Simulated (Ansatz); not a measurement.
Ligand exchange: InH2(CH3) + GeH3Cl → InH2Cl + GeH3(CH3)

Species: InH2(CH3), singlet; GeH3Cl (chlorogermane) `[Cl][GeH3]`, singlet; InH2Cl `[Cl][InH2]`, singlet; GeH3(CH3) (methyl germane), singlet. The partners trade CH3 for Cl: In–CH3 and Ge–Cl bonds give way to In–Cl and Ge–CH3.

Shapes, held fixed at every level: PBE0-D4/def2-TZVP. Programs: Ansatz 0.2.0. Electronic energies: no zero-point or thermal term.

```json
{"level": "HF/def2-TZVPP", "kind": "Hartree–Fock", "ΔE (kJ/mol)": "-75.9", "less CCSD(T)/def2-TZVPP": "-7.1", "CPU time (sum over the molecules)": "–"}
{"level": "SPW92/def2-TZVPP", "kind": "LDA", "ΔE (kJ/mol)": "-69.5", "less CCSD(T)/def2-TZVPP": "-0.7", "CPU time (sum over the molecules)": "8.1 s"}
{"level": "PBE-D4/def2-TZVPP", "kind": "GGA", "ΔE (kJ/mol)": "-68.5", "less CCSD(T)/def2-TZVPP": "+0.3", "CPU time (sum over the molecules)": "16 s"}
{"level": "BHLYP-D4/def2-TZVPP", "kind": "global hybrid", "ΔE (kJ/mol)": "-72.7", "less CCSD(T)/def2-TZVPP": "-3.9", "CPU time (sum over the molecules)": "17 s"}
{"level": "r2SCAN0-D4/def2-TZVPP", "kind": "global hybrid", "ΔE (kJ/mol)": "-73.2", "less CCSD(T)/def2-TZVPP": "-4.4", "CPU time (sum over the molecules)": "30 s"}
{"level": "wB97M-V/def2-TZVPP", "kind": "range-separated hybrid", "ΔE (kJ/mol)": "-68.6", "less CCSD(T)/def2-TZVPP": "+0.2", "CPU time (sum over the molecules)": "60 s"}
{"level": "wB97X-V/def2-TZVPP", "kind": "range-separated hybrid", "ΔE (kJ/mol)": "-69.9", "less CCSD(T)/def2-TZVPP": "-1.1", "CPU time (sum over the molecules)": "47 s"}
{"level": "CCSD(T)/def2-TZVPP", "kind": "coupled cluster or CI", "ΔE (kJ/mol)": "-68.8", "less CCSD(T)/def2-TZVPP": "0.0", "CPU time (sum over the molecules)": "2.5 min"}
```

The highest level, CCSD(T)/def2-TZVPP, gives ΔE = -68.8 kJ/mol; the levels span -75.9 to -68.5. The column of differences is taken from that level and isn't an error. No measured value is set beside it here. For atoms past krypton def2 sets carry core potentials with scalar relativity. Relativity is left out for Ge. Outer-core shells of Ge, In are correlated, in sets that cover them unevenly. Times are processor times on shared x86 and Arm servers, and rough.
